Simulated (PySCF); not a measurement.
Isomers of C6H6O2Si, one GFN2-xTB conformer each. Single-point energies are computed at PBE0/pcSseg-1 (PySCF, gas phase, no added dispersion term), electronic only.

Question: Rank them by PBE0/pcSseg-1 energy, lowest first (kJ/mol).
A. `[CH:1]#[C:2][C@@H:3]1[C:4](=[O:5])[SiH2:6][C@@H:7]1[CH:8]=[O:9]` with Si6–C7–C8–O9 90°, C2–C3–C4–O5 82°, C3–C4–Si6–C7 -13°, C4–Si6–C7–C8 136°, C2–C3–C7–Si6 98°
B. `[CH:1]#[C:2][C@@H:3]([SiH3:4])[C:5](=[C:6]=[O:7])[CH:8]=[O:9]` with C2–C3–C5–C6 -21°, C3–C5–C8–O9 1°
C. `[O:1]=[C:2]([OH:3])[C:4]#[C:5][C:6]1=[CH:7][CH2:8][SiH2:9]1` with O1–C2–O3–H 0°
D. `[CH:1]#[C:2][c:3]1[cH:4][c:5]([SiH2:6][OH:7])[cH:8][o:9]1` with C4–C5–Si6–O7 169°, C5–Si6–O7–H 180°

Answer: D (0.0), C (93.5), B (167.8), A (190.2).

As drawn, the lowest has an aromatic ring, an O–H bond and an Si–O bond, which the highest lacks; the highest has a four-membered ring and a C=O bond, which the lowest lacks. GFN2-xTB itself gives, in the same order: 0.0, 213.3, 240.4, 279.9. Both levels put the same isomer lowest; measured from each level's own lowest isomer, the values differ by up to 119.8 kJ/mol (O=C(O)C#CC1=CC[SiH2]1: 213.3 against 93.5).

Which frontier levels, dipoles and rotational constants go with these structures?

```tsv
SMILES	HOMO (eV, PBE0/pcSseg-1)	LUMO (eV)	dipole (D)	A, B, C (MHz)
C#Cc1cc([SiH2]O)co1	-6.48	-0.76	2.05	5378, 655.8, 589.8
O=C(O)C#CC1=CC[SiH2]1	-7.37	-1.96	3.23	4290, 522.5, 469.7
C#C[C@@H]([SiH3])C(=C=O)C=O	-7.34	-1.96	1.56	1411, 1314, 843.1
C#C[C@@H]1C(=O)[SiH2][C@@H]1C=O	-7.17	-1.96	0.87	1849, 1224, 845.2
```
